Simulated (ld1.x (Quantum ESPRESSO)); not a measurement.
# Scattering properties, TM semilocal potential for Nb (Z = 41)

```json
{
  "Element": "niobium (Nb)",
  "Generator": "ld1.x (Quantum ESPRESSO) 7.5",
  "Type": "norm-conserving Troullier–Martins (semilocal form)",
  "Functional": "LDA (PZ)",
  "Relativity": "scalar-relativistic",
  "Frozen core": "[Kr]",
  "Valence charge": "5",
  "Reference configuration": "4d4 5s0.75 5p0.25",
  "Partial waves": "5p (bound): rc 3.90 bohr; 4d (bound): rc 1.45 bohr; 4f channel at -0.05 Ry: rc 3.20 bohr; 5s (bound): rc 3.05 bohr",
  "Local potential": "the s channel",
  "Core correction": "Bessel-smoothed model core inside 1.20 bohr"
}
```

The phase is arctan(r·u′/u) with u = r·R(r), unwrapped; energies in Ry, scanned from -2 to 5 Ry. A pole is an energy at which the radial function vanishes at the test radius. The pseudo phase is shifted by a multiple of π to meet the all-electron one at the reference energy, and phase errors are pseudo minus all-electron; the curves can meet again beyond the range given. Levels narrower than the energy grid can be missing from the lists of poles.

Task: For each channel, where are the poles, and over which energies does the pseudopotential scatter like the atom?

Result:

```tsv
channel	radius (bohr)	reference energy (Ry)	poles, all-electron	poles, pseudo	unbroken range about the reference energy with phases within 0.05 rad	phase error 1 Ry above the reference energy (rad)
s	4.23	-0.33	0.10, 3.10	0.10, 2.59	below 0.9	-0.016
p	4.23	-0.10	0.66, 3.81	0.63, 3.07	below 1.2	-0.018
d	4.23	-0.26	-0.18, 1.81	-0.18, 1.80	below 3.2	-0.003
f	4.23	-0.05	1.52, 3.60	1.55, 4.14	below 2.0	+0.013
```

Phases in the s channel:

```json
{"E (Ry)": "-2.00", "all-electron": "1.381", "pseudo": "1.381"}
{"E (Ry)": "-1.76", "all-electron": "1.364", "pseudo": "1.363"}
{"E (Ry)": "-1.52", "all-electron": "1.340", "pseudo": "1.340"}
{"E (Ry)": "-1.28", "all-electron": "1.306", "pseudo": "1.305"}
{"E (Ry)": "-1.04", "all-electron": "1.249", "pseudo": "1.248"}
{"E (Ry)": "-0.80", "all-electron": "1.132", "pseudo": "1.131"}
{"E (Ry)": "-0.56", "all-electron": "0.732", "pseudo": "0.731"}
{"E (Ry)": "-0.32", "all-electron": "-0.910", "pseudo": "-0.910"}
{"E (Ry)": "-0.08", "all-electron": "-1.447", "pseudo": "-1.448"}
{"E (Ry)": "0.16", "all-electron": "-1.597", "pseudo": "-1.600"}
{"E (Ry)": "0.40", "all-electron": "-1.685", "pseudo": "-1.691"}
{"E (Ry)": "0.64", "all-electron": "-1.767", "pseudo": "-1.782"}
{"E (Ry)": "0.88", "all-electron": "-1.880", "pseudo": "-1.920"}
{"E (Ry)": "1.12", "all-electron": "-2.111", "pseudo": "-2.275"}
{"E (Ry)": "1.36", "all-electron": "-2.865", "pseudo": "-3.534"}
{"E (Ry)": "1.60", "all-electron": "-4.019", "pseudo": "-4.303"}
{"E (Ry)": "1.84", "all-electron": "-4.388", "pseudo": "-4.512"}
{"E (Ry)": "2.08", "all-electron": "-4.525", "pseudo": "-4.606"}
{"E (Ry)": "2.32", "all-electron": "-4.598", "pseudo": "-4.664"}
{"E (Ry)": "2.56", "all-electron": "-4.644", "pseudo": "-4.708"}
{"E (Ry)": "2.80", "all-electron": "-4.678", "pseudo": "-4.747"}
{"E (Ry)": "3.04", "all-electron": "-4.706", "pseudo": "-4.790"}
{"E (Ry)": "3.28", "all-electron": "-4.731", "pseudo": "-4.849"}
{"E (Ry)": "3.52", "all-electron": "-4.754", "pseudo": "-4.958"}
{"E (Ry)": "3.76", "all-electron": "-4.779", "pseudo": "-5.334"}
{"E (Ry)": "4.00", "all-electron": "-4.808", "pseudo": "-7.101"}
{"E (Ry)": "4.24", "all-electron": "-4.845", "pseudo": "-7.596"}
{"E (Ry)": "4.48", "all-electron": "-4.900", "pseudo": "-7.717"}
{"E (Ry)": "4.72", "all-electron": "-4.998", "pseudo": "-7.775"}
{"E (Ry)": "4.96", "all-electron": "-5.241", "pseudo": "-7.811"}
```
